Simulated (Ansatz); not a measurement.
`COC(C)=N` and `CC(=N)[SiH3]` differ in one atom or group.

Ansatz, PBE0-D4/def2-TZVP geometries, multiplicity 1. Each molecule was computed in one conformer, which needn't be the lowest.

```csv
property,`COC(C)=N`
size of the dipole moment (PBE/def2-TZVPP) / D,1.24
LUMO energy (PBE/def2-TZVPP) / eV,-0.25
size of the dipole moment (ωB97M-V/def2-TZVPP) / D,1.32
LUMO energy (PBE0/def2-TZVPP) / eV,0.87
HOMO–LUMO gap (B3LYP/def2-TZVPP) / eV,8.03
LUMO energy (ωB97M-V/def2-TZVPP) / eV,2.60
```

(1) Give the same properties after the change, and the shifts. (Estimate.)

Results:

(1) Computed: 
```json
{"property": "size of the dipole moment (PBE/def2-TZVPP) / D", "`CC(=N)[SiH3]`": "1.45", "shift": "0.21"}
{"property": "LUMO energy (PBE/def2-TZVPP) / eV", "`CC(=N)[SiH3]`": "-1.78", "shift": "-1.53"}
{"property": "size of the dipole moment (ωB97M-V/def2-TZVPP) / D", "`CC(=N)[SiH3]`": "1.64", "shift": "0.32"}
{"property": "LUMO energy (PBE0/def2-TZVPP) / eV", "`CC(=N)[SiH3]`": "-0.70", "shift": "-1.57"}
{"property": "HOMO–LUMO gap (B3LYP/def2-TZVPP) / eV", "`CC(=N)[SiH3]`": "6.05", "shift": "-1.98"}
{"property": "LUMO energy (ωB97M-V/def2-TZVPP) / eV", "`CC(=N)[SiH3]`": "1.51", "shift": "-1.09"}
```

With PBE0 the HOMO rises by 0.49 eV and the LUMO falls by 1.57 eV, so the gap narrows by about 2.06 eV. PBE moves the HOMO by 0.40 eV and ωB97M-V by 0.50 eV. Dipoles are sizes alone; their direction can turn.

B3LYP here is the variant with VWN-RPA as its local correlation; programs differ in this.
